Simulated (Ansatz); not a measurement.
C$_{4}$H$_{8}$O, charge +1, doublet, geometry from GFN2-xTB (a state made from the parent by changing its charge; the spin is typed, not shown lowest). Base run: HF/3-21G (Ansatz, an electronic-structure program).

Input for Ansatz:
Ansatz 0.2 input:
```yaml
crystal:
  periodic: [false, false, false]
  atoms:
    - {symbol: C, position_ang: [1.91351768, 0.21749610, -0.22369565]}
    - {symbol: C, position_ang: [0.77262910, -0.13114560, 0.67792091]}
    - {symbol: C, position_ang: [-0.57915917, -0.15273309, -0.13721971]}
    - {symbol: C, position_ang: [-1.65304318, 0.51825461, 0.65360187]}
    - {symbol: O, position_ang: [-0.64923510, -0.64027901, -1.20287940]}
    - {symbol: H, position_ang: [2.82568448, 0.20304250, 0.38990135]}
    - {symbol: H, position_ang: [1.86447241, 1.23878086, -0.60930430]}
    - {symbol: H, position_ang: [2.01854194, -0.47851806, -1.05308543]}
    - {symbol: H, position_ang: [0.82127124, -1.17079016, 1.02563620]}
    - {symbol: H, position_ang: [0.69220200, 0.54344119, 1.52918544]}
    - {symbol: H, position_ang: [-1.45454906, 1.59086535, 0.69856530]}
    - {symbol: H, position_ang: [-1.69323790, 0.13859351, 1.67376209]}
    - {symbol: H, position_ang: [-2.60417093, 0.34558490, 0.14473006]}
basis:
  gaussian:
    orbitals: 3-21G.json
hamiltonian:
  xc: hf
total_charge: 1
magnetization: {spin_polarized: true, initial_magnetization: 1}
```
The basis file holds 3-21G in the JSON format of the Basis Set Exchange.

The base run was repeated with changes; each row names its change, and settings that it needs were set with it.

| change | ΔE vs base (mEh) |
|---|---|
| base | 0.000 |
| point_charge = charge:1.0 position_ang:-4.3187, -1.8441, 3.3147 | 98.186 |
| fitting.mean_field = def2-universal-JKFIT | 0.185 |
| point_charge = charge:-1.0 position_ang:-0.0716, -3.167, 4.9961 | -92.615 |
| forces = on | 0.000 |
| lower_state_search = full | 0.000 |
| point_charge = charge:0.5 position_ang:-2.4846, -0.0693, 5.4092 | 47.760 |
| nuclear_model = gaussian | 0.020 |
| lower_state_search = off | 0.000 |
| accuracy = high | -0.017 |
| lower_state_search = light | 0.000 |
